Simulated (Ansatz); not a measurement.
Ansatz (a quantum-chemistry and plane-wave program) input (CCSDT/def2-SVP):

Ansatz 0.2 input:
```yaml
crystal:
  periodic: [false, false, false]
  atoms:
    - {symbol: B, position_ang: [-0.00000000, -0.00000000, -1.95743526]}
    - {symbol: I, position_ang: [0.00000000, 0.00000000, 0.18466370]}
basis:
  gaussian:
    orbitals: def2-SVP
magnetization: {spin_polarized: false}
correlation: {method: ccsdt, electrons: outside_noble_gas}
```

Output:

```
Functional definition: HF
integrals: 0.02 GiB planned
819 factors; integrals over basis functions are off by at most 1.6e-7 eV
mean field: 0.11 GiB planned
mean field evaluation 1: about -8740.5387 eV, gradient 1.0e1 eV
mean field evaluation 2: about -8740.5425 eV, gradient 1.0e1 eV
mean field evaluation 4: about -8741.1471 eV, gradient 1.5e0 eV
mean field evaluation 8: about -8741.1754 eV, gradient 4.6e-4 eV
mean field evaluation 16: about -8741.1416 eV, gradient 1.5e0 eV
mean field -8741.17538597 eV, -321.2322704531 hartree, gradient 2.0e-6 eV, S^2 0.000000; 0 other end points of the search recorded, 0 dependent functions left out; unrestricted orbitals would lower it
10 core orbitals not correlated
reference -8741.17538597 eV, -321.2322704531 hartree; 5, 5 occupied and 25, 25 virtual orbitals, 819 factors
second order -4.30973236 eV of doubles, -0.00000000 eV of singles
coupled cluster: 0.09 GiB planned
cycle   1  -4.71672198 eV  change   -4.1e-1 eV  update   1.1e-1
cycle   2  -5.02324881 eV  change   -3.1e-1 eV  update   6.0e-2
cycle   3  -5.29482457 eV  change   -2.7e-1 eV  update   3.8e-2
cycle   4  -5.27690715 eV  change    1.8e-2 eV  update   1.0e-2
cycle   5  -5.27227470 eV  change    4.6e-3 eV  update   5.9e-3
cycle   6  -5.27745047 eV  change   -5.2e-3 eV  update   2.3e-3
cycle   7  -5.27720610 eV  change    2.4e-4 eV  update   1.0e-3
cycle   8  -5.27652389 eV  change    6.8e-4 eV  update   3.5e-4
cycle   9  -5.27687152 eV  change   -3.5e-4 eV  update   1.4e-4
cycle  10  -5.27693836 eV  change   -6.7e-5 eV  update   4.3e-5
cycle  11  -5.27694352 eV  change   -5.2e-6 eV  update   1.9e-5
cycle  12  -5.27693740 eV  change    6.1e-6 eV  update   8.9e-6
cycle  13  -5.27692864 eV  change    8.8e-6 eV  update   3.4e-6
cycle  14  -5.27693130 eV  change   -2.7e-6 eV  update   1.5e-6
cycle  15  -5.27693311 eV  change   -1.8e-6 eV  update   6.3e-7
cycle  16  -5.27693324 eV  change   -1.2e-7 eV  update   2.2e-7
coupled cluster: 0.09 GiB planned
Total energy: -8746.45231921 eV, -321.4261941728 hartree
```
